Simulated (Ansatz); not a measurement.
Species: LaI2, charge 1, multiplicity 1. The spin state was set by rule; other spins were not relaxed. SMILES of the parent species: [I][La][I]
Geometry from a B3LYP-D3(BJ)/def2-TZVP (Ansatz, a quantum-chemistry and plane-wave program) optimisation:
```xyz
3

La     0.1898     0.7118     0.8543
I     -0.3013     1.4013    -1.9016
I      0.0972    -2.1668     0.9829
```
Charge +1, spin multiplicity 1.

Problem. Give the harmonic wavenumbers at B3LYP-D3(BJ)/def2-TZVP (Ansatz, finite differences of forces, unscaled).

Solution. 42, 200, 213 cm⁻¹. Zero-point energy 0.6 kcal/mol.

Problem. From these and the geometry, give the ideal-gas thermochemistry at 298.15 K and 1 atm (rigid rotor, harmonic oscillator).

Solution. Point group C2v, rotational symmetry number 2. Rotational constants 1.871, 0.3755, 0.3127 GHz. S(trans) 43.80, S(rot) 30.28, S(vib) 9.31, S(elec, spin only) 0.00, S 83.4 cal/(mol K). H(298) - H(0) 3.60 kcal/mol; G - E(el) -20.6 kcal/mol.
